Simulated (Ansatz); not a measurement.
C2H2F2OTi (`C#[C][Ti]([OH])([F])[F]`) at its PBE0-D4/def2-TZVP geometry, where that method's forces vanish. The species carries charge 0 and has multiplicity 1.

```xyz
8

C     1.4810    1.1266   -1.4530
C     0.8076    0.4313   -0.7210
Ti   -0.2947   -0.7593    0.4849
O    -1.3770    0.2850    1.4022
F     0.7678   -1.6279    1.5681
F    -1.2037   -1.8516   -0.5312
H     2.0757    1.7355   -2.0966
H    -2.2567    0.6606    1.3465
```

(1) What forces (eV/Å) does r2SCAN-D4/def2-TZVPP give on these atoms in Ansatz 0.2.0? (An estimate is asked.)

## Answers

(1) Ansatz gave: 
```
C1   0.278  0.287 -0.301
C2  -0.186 -0.194  0.207
Ti3  0.143  0.046 -0.188
O4  -0.180  0.210  0.246
F5   0.172 -0.147  0.195
F6  -0.154 -0.189 -0.164
H7  -0.023 -0.024  0.024
H8  -0.050  0.011 -0.020
```
